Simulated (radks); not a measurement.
Results of a calculation; reference values are marked as such.
Ionisation of neutral oxygen, [He] 2s2 2p4, to O+, [He] 2s2 2p3, under several functionals. Non-relativistic Kohn-Sham, spin-polarised, spherical densities, point nucleus; open shells are filled with parallel spins first; a radial shooting solver on a logarithmic mesh with Libxc functionals.

functional,E(O) (hartree),Exc (hartree),IE (eV),-e(HOMO) (eV),<r> HOMO (bohr),IE error (eV)
BP86,-75.07664,-8.41653,13.816,7.327,1.328,+0.198
revTPSS,-75.05398,-8.39657,13.223,6.947,1.344,-0.395
XLYP,-75.12915,-8.47068,13.893,7.296,1.345,+0.275
HCTH/407,-75.06235,-8.41590,13.410,7.061,1.376,-0.208
RPBE,-75.08010,-8.42017,13.578,7.111,1.344,-0.040
BLYP,-75.07859,-8.41813,13.823,7.238,1.343,+0.204
"LDA (Slater exchange, Perdew-Zunger correlation)",-74.52112,-7.82929,13.989,7.486,1.334,+0.371
MS2 meta-GGA,-75.07860,-8.43031,13.187,6.826,1.348,-0.431
exchange-only LDA,-73.99189,-7.27640,11.867,5.705,1.379,-1.751
"LDA (Slater exchange, VWN5 correlation)",-74.52741,-7.83677,13.897,7.411,1.336,+0.278

NIST Atomic Spectra Database: 13.618 eV (measured). Closest: RPBE. The Delta-SCF values span 2.12 eV, the total energies 1.14 hartree. The highest occupied level is 2p. Open shells are spherical and high-spin; term and fine-structure splittings are not resolved.
